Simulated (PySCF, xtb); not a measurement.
F₂HSbTe, SMILES [F][Sb]([F])[TeH].

GFN2-xTB (xtb) at its own geometry gives an orbital gap of 3.44 eV and a dipole moment of 4.88 D.

Geometry: B3LYP-D3(BJ)/def2-SVP. The def2 effective core potentials stand for the cores of Sb, Te; spin–orbit coupling is left out.

What does M06-2X/def2-TZVP run with PySCF give? (The exact figures need the calculation; the answer reports its results.)

gap 6.86 eV (levels -8.17 and -1.31 eV), dipole 3.61 D.
